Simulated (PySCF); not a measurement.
C₂H₆F₃NSi.
Structure used (GFN2-xTB), in Å, numbered top down from 1:
```
atom  x, y, z in Å
F1    -1.015    0.810    1.491
C2    -1.574    0.287    0.392
F3    -2.750   -0.237    0.770
F4    -1.856    1.317   -0.422
C5    -0.675   -0.747   -0.289
N6     0.510   -0.174   -0.841
Si7    1.907    0.210    0.110
H8    -1.281   -1.233   -1.064
H9    -0.406   -1.485    0.470
H10    0.303    0.431   -1.621
H11    2.156   -1.015    0.868
H12    2.911    0.493   -0.910
H13    1.763    1.343    1.027
```

Computed with TDDFT PBE0/def2-SVPD, vertical, gas phase, core orbitals frozen in the response (PySCF).

Transition dipole moments from the ground state, in atomic units and in the frame of the coordinates above (overall signs are arbitrary), for the states with f of 0.002 or more among the lowest 7:

| state | E (eV) | μx | μy | μz |
| --- | --- | --- | --- | --- |
| S1 | 6.180 | 0.037 | 0.108 | 0.113 |
| S2 | 7.142 | 0.257 | 0.209 | 0.201 |
| S3 | 7.261 | 0.016 | -0.179 | -0.059 |
| S4 | 7.688 | -0.035 | 0.295 | -0.001 |
| S5 | 7.792 | 0.311 | 0.098 | -0.039 |
| S6 | 7.984 | -0.147 | -0.017 | -0.127 |
| S7 | 8.295 | 0.093 | -0.090 | -0.236 |

Q: What oscillator strength does each state have?

A: f = (2/3) ΔE |μ|² with ΔE in hartree (27.2114 eV).

```csv
state,|μ|² (au),|μ| (D),f
S1,0.026,0.41,0.004
S2,0.150,0.98,0.026
S3,0.036,0.48,0.006
S4,0.088,0.76,0.017
S5,0.108,0.84,0.021
S6,0.038,0.50,0.007
S7,0.073,0.69,0.015
```

Q: What angle do the transition dipoles of S4 and S7 make?

A: |cos θ| = |μa·μb| / (|μa| |μb|) = 0.37, so θ ≈ 68° (taken between 0 and 90°, since the signs are arbitrary).

The run took 48 s wall on Arm Neoverse N1, one thread, shared host, and the process peaked at 0.83 GiB of memory.

One conformer stands for the species.

Without π bonds the low states may be Rydberg-like; a valence basis with one diffuse set may place them up to an eV too high.
